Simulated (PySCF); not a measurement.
Computed structure and properties of [Sm(NH3)]2+

System: [Sm(NH3)]2+ (singlet in the valence; each metal's 4f electrons, 6 of them, lie in its core potential, out of spins and levels); start: template (C3v). Method: PySCF 2.14.0, RKS BP86, Sm lcecp-0-SVP with ECP52, N def2-SVP, H def2-SVP; non-relativistic Hamiltonian with scalar-relativistic core potentials where named; density fitting; no spin-orbit coupling.

Input of the relaxation:

```python
mol = gto.M(atom='''
Sm     0.00000    -0.00000    -0.28099
N     -0.00000     0.00000     2.43651
H      0.93916     0.00004     2.83451
H     -0.46961     0.81332     2.83451
H     -0.46955    -0.81335     2.83451''',
    basis={'Sm': 'lcecp-0-SVP', 'N': 'def2-SVP', 'H': 'def2-SVP'},
    ecp={'Sm': 'lcecp-0-SVP'},
    charge=2, spin=0)
mf = dft.RKS(mol, xc='B88,P86')
mf.grids.atom_grid = (50, 194)  # f atoms: unpruned, at least (60, 302)
mf = mf.density_fit()  # fitting sets: Sm AutoAux, N def2-universal-JKFIT, H def2-universal-JKFIT
mf.conv_tol = 1e-08; mf.max_cycle = 55
mf.kernel(dm0)  # dm0: converged density of the start geometry
# quasi-Newton relaxation in Cartesian coordinates to a largest gradient under 0.00045 Eh/bohr, steps kept in the point group
```

Run from Python with OMP_NUM_THREADS=2; the lines above give its settings. Where DIIS fails, smearing, a level shift and second-order steps follow.
It took 11 s on 2 threads of Arm Neoverse V1 (shared host), from the converged density of the start.

Course of the relaxation:

```csv
step,energy above end (eV),largest force component within the symmetry (eV/Å)
0,0.0533,1.638
1,0.0164,0.596
2,0.0060,0.218
3,0.0027,0.135
4,0.0007,0.096
5,0.0001,0.027
6,0.0000,0.007
7,0.0000,0.001
```

Relaxed geometry (C3v):

```xyz
5

Sm    0.0000    0.0000   -0.2219
N     0.0000    0.0000    2.3863
H     0.9405    0.0000    2.8315
H    -0.4703    0.8144    2.8315
H    -0.4702   -0.8145    2.8315
```

```csv
contact,Å
Sm1–N2 (NH3),2.608
```

On the finer grid (75, 302):

```
HOMO                                                          : not given (4f levels lie in the core)
LUMO                                                          : not given (4f levels lie in the core)
Dipole about the centre of mass                               : 2.33 D
Set of Mulliken populations of Sm1 outside the core potential : s 2.09, p 6.04, d 0.18, f 0.01
D3(BJ) dispersion energy (not in the energies)                : -0.202 eV
```

```json
{"atom": "Sm1", "Mulliken (e)": "1.69", "Löwdin (e)": "1.65", "spin (e)": "0.00"}
{"atom": "N2", "Mulliken (e)": "-0.34", "Löwdin (e)": "-0.07", "spin (e)": "0.00"}
{"atom": "H3", "Mulliken (e)": "0.22", "Löwdin (e)": "0.14", "spin (e)": "0.00"}
{"atom": "H4", "Mulliken (e)": "0.22", "Löwdin (e)": "0.14", "spin (e)": "0.00"}
{"atom": "H5", "Mulliken (e)": "0.22", "Löwdin (e)": "0.14", "spin (e)": "0.00"}
```

The 4f levels lie in the core potential and are missing. Their spin isn't counted.

On the grid (50, 194), as all that follows. Harmonic modes: a minimum; lowest 293 cm⁻¹ (negative: unstable), highest 3372 cm⁻¹, zero-point energy 0.990 eV.

Taking off one NH3 (charge 0, singlet; the rest: singlet) in vacuum, both parts rigid, costs 2.63 eV; the small basis without counterpoise inflates it. Parting with an electron moved from the ligand to the metal can be far cheaper, even downhill.

Rigid scan of NH3 along the line from its metal, all other atoms held (where the atom bridges, its other bond changes as well):

(distance to N2 (Å), energy (eV)): (2.31, 0.324), (2.41, 0.126), (2.51, 0.028), (2.61, 0.000), (2.71, 0.021), (2.81, 0.076), (3.01, 0.244)

One start shape was tried, so this needn't be the lowest isomer.

An lcecp potential fixes the number of 4f electrons, so in runs with it no electron can move into or out of that shell.
